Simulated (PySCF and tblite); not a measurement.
The numbers below are computed, except where a source is named.
# Barrier and rate of a rotation

System: C₅H₁₂S₂, numbered as in [CH3:1][S:2][S:3][CH2:4][CH:5]([CH3:6])[CH3:7].

Motion: rotation about the S2–S3 bond (torsion C1–S2–S3–C4 from -90° to 101°, rising). Level: PBE0/pcSseg-1 + D3(BJ) on GFN2-xTB stationary points, with GFN2-xTB thermal terms. Rate constants are transition-state-theory values, counting equivalent paths, without tunnelling. Programs: tblite and PySCF.

```tsv
point	symmetry	E(GFN2) kcal/mol	E(DFT) kcal/mol	ZPE change kcal/mol	lowest mode cm⁻¹	dipole D
start	C1	0.0	0.0	0.00	38	2.08
saddle	C1	10.2	11.6	-0.05	121i	3.30
end	C1	0.4	0.1	0.06	50	2.20
```

| Quantity | Value |
| --- | --- |
| Electronic barrier | 11.6 kcal/mol |
| Barrier with zero-point energy | 11.5 kcal/mol |
| ΔH‡ (298 K) | 10.9 kcal/mol |
| ΔS‡ (298 K, symmetry apart) | -4.6 cal/(mol K) |
| Paths | 1 equivalent path |
| End point | a different minimum |
| Mean lifetime of the start against this motion at 298 K | 170 µs |
| Cost | 2.7 min on 1 thread of Arm Neoverse N1 (shared host) (rough), peak memory 0.92 GiB, launched as `OMP_NUM_THREADS=1 python ens_run.py task.json out` |

```json
{"T/K": "150", "ΔG‡ kcal/mol": "11.8", "k s⁻¹": "1.9×10⁻⁵", "ΔG kcal/mol": "0.2", "k back s⁻¹": "3.6×10⁻⁵"}
{"T/K": "200", "ΔG‡ kcal/mol": "12.0", "k s⁻¹": "0.34", "ΔG kcal/mol": "0.2", "k back s⁻¹": "0.58"}
{"T/K": "250", "ΔG‡ kcal/mol": "12.1", "k s⁻¹": "129", "ΔG kcal/mol": "0.2", "k back s⁻¹": "202"}
{"T/K": "298", "ΔG‡ kcal/mol": "12.3", "k s⁻¹": "6050", "ΔG kcal/mol": "0.2", "k back s⁻¹": "8990"}
{"T/K": "350", "ΔG‡ kcal/mol": "12.5", "k s⁻¹": "1.2×10⁵", "ΔG kcal/mol": "0.2", "k back s⁻¹": "1.7×10⁵"}
{"T/K": "400", "ΔG‡ kcal/mol": "12.7", "k s⁻¹": "1×10⁶", "ΔG kcal/mol": "0.2", "k back s⁻¹": "1.4×10⁶"}
{"T/K": "500", "ΔG‡ kcal/mol": "13.0", "k s⁻¹": "2.1×10⁷", "ΔG kcal/mol": "0.3", "k back s⁻¹": "2.8×10⁷"}
```

ΔG and ΔG‡ leave out symmetry numbers and mirror images; rates count paths: 1 out, 1 back.
